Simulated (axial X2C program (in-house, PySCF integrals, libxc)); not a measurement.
# Spin–orbit effects down a group: molecules with C (ions), HF

Computed with an axial X2C code built on PySCF integrals, spin-free (one-electron X2C) or two-component (2c: spin–orbit coupling with atomic mean-field Coulomb and Gaunt terms, which also bring small scalar terms), in Dyall basis sets with cores contracted in-house; open shells are unrestricted.

Basis sets: C dyall-av3z, Cs dyall-acv3z, H dyall-av3z, K dyall-acv3z, Li dyall-av3z, Rb dyall-acv3z.

```tsv
molecule	spin-free state	Re (Å)	ωe (cm⁻¹)	De (eV)	2c state	Re 2c (Å)	ωe 2c (cm⁻¹)	De 2c (eV)
CH⁻	M_S = 1, Λ = 0	1.125	2722.1	2.44	Ω = 1	1.125	2722.1	2.44
LiC⁻	M_S = 1, Λ = 0	1.982	564.2	1.90	Ω = 1	1.982	564.1	1.90
KC⁻	M_S = 1, Λ = 0	2.715	283.2	1.43	Ω = 1	2.715	283.1	1.43
RbC⁻	?	?	?	?	?	?	?	?
CsC⁻	M_S = 1, Λ = 0	2.970	239.0	1.45	Ω = 1	2.968	239.1	1.45
```

(1) Estimate the 2c Re and ωe of RbC⁻ as the mean of its neighbours in the table.

Fragments in 2c: C- + H, C- + Li, K + C-, Rb + C-, Cs + C-. Each entry is the lowest single determinant of a limited PBE0 search at one distance. De goes to single-determinant-based atoms at the same level (for ions the charge split of lowest energy) and is withheld (n/a) where an atom does not fit its ground term or J level. Main or longest-lived isotopes. One determinant is a doubtful description, or other states lie close, for CH⁻, LiC⁻, KC⁻, RbC⁻, CsC⁻; these need not be ground states, and all values refer to the states named. Some open-shell Ω = 0 determinants are out of reach, so the Ω given for CH⁻, LiC⁻, KC⁻, RbC⁻, CsC⁻ need not be the lowest component. With several unpaired electrons the Ω given is that of one determinant, not necessarily of the lowest component.

Answers

(1) Re ≈ 2.841 Å, ωe ≈ 261.1 cm⁻¹. The HF runs give the row below, so the estimate misses by -0.002 Å and 8.3 cm⁻¹.

| molecule | spin-free state | Re (Å) | ωe (cm⁻¹) | De (eV) | 2c state | Re 2c (Å) | ωe 2c (cm⁻¹) | De 2c (eV) |
| --- | --- | --- | --- | --- | --- | --- | --- | --- |
| RbC⁻ | M_S = 1, Λ = 0 | 2.845 | 252.9 | 1.40 | Ω = 1 | 2.844 | 252.8 | 1.40 |
